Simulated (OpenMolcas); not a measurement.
Levels of O+ by method

```yaml
Program: OpenMolcas 26.06
Basis: ANO-RCC-VTZP [4s3p2d1f]
Scalar_Hamiltonian: DKH2, point nucleus
Active_space: 5 electrons in 8 orbitals (2s 2p 3s 3p)
State_averaging: 2S+1 = 4 odd, 1 root; 2S+1 = 2 odd, 8 roots; 2S+1 = 4 even, 3 roots; 2S+1 = 2 even, 9 roots
Spin-orbit_coupling: RASSI with atomic mean-field integrals over the reference wave functions, term energies averaged over their components
```

Methods on the same reference wave functions:
A. CASSCF
B. SS-CASPT2, IPEA 0.25 Eh, imaginary shift 0.1 Eh (closed shells correlated: 1s)
C. XMS-CASPT2, IPEA 0.25 Eh, imaginary shift 0.1 Eh (closed shells correlated: 1s)

Energies in cm⁻¹ above 2s² 2p³ ⁴S°_3/2, the measured ground level; measured values from NIST Handbook of Basic Atomic Spectroscopic Data.

```tsv
Level	A	B	C	Measured
2s² 2p³ ⁴S°_3/2	0.0	0.0	0.0	0.0
2s² 2p³ ²D°_3/2	30193	27880	27810	26831
2s² 2p³ ²D°_5/2	30204	27890	27820	26811
2s² 2p³ ²P°_1/2	39888	41300	41300	40470
2s² 2p³ ²P°_3/2	39896	41300	41310	40468
2s 2p⁴ ⁴P_5/2	120407	120390	119310	119837
2s 2p⁴ ⁴P_3/2	120541	120520	119450	120000
2s 2p⁴ ⁴P_1/2	120621	120600	119530	120083
```

Deviations, from unrounded energies. A percentage is the sum of absolute deviations over the sum of measured energies, with the sign that they share, or ± where signs differ.

| Against measurement | Levels | A | B | C |
| --- | --- | --- | --- | --- |
| mean absolute deviation (cm-1) | 7 | 1400 | 770 | 760 |
| other terms of the ground configuration (%) | 4 | ±5.9 | +2.8 | +2.7 |
| other configurations (%) | 3 | +0.5 | +0.4 | -0.5 |

B, C lie about equally close to measurement and A furthest from it. The largest miss of C in the table is 2s² 2p³ ²D°_5/2, by +1000 cm-1. The ranking rests on the paired levels alone, and a cruder setting can come out closer through cancelling errors.

Between B and C the level of the table that moves most is 2s 2p⁴ ⁴P_5/2, by 1100 cm-1 (lowest in C, highest in B). Moves below CASPT2's spread within the term are not significant.

The mean deviations of B to C differ by less than CASPT2's widest spread within a term (390 cm-1), so their order carries little weight.

From A to B the spin-free energies of the other terms of 2s² 2p³ shown, above ⁴S°, scale by factors of 0.92 to 1.04.

The lowest spin-free term lies below A's lowest term by 0.077 hartree in B, 0.077 hartree in C.

CASPT2 breaks the degeneracy within a term, and the mean is taken; among the terms shown or strongly mixed into the levels shown the widest spread is 390 cm-1 (2s² 2p³ ²D°, C). The run also gave levels led by 2s² 2p² 3s, which use shells meant for correlation; these and all levels above them are left out. Without dynamic correlation excited terms often stand tens of per cent too high (terms of higher spin than the ground term too low), and those without a measured partner can miss by more than the paired ones (holds for A). Measured partners are found by configuration, term and J. A level has none where our copy of the source lacks it or the pairing is in doubt (some pairs that miss far off the trend of their configuration count as doubtful), and it then counts in no deviation. Levels of configurations outside the active space are missing. Levels that lie high or do not pair safely by name in every column are left out.

° marks odd parity.
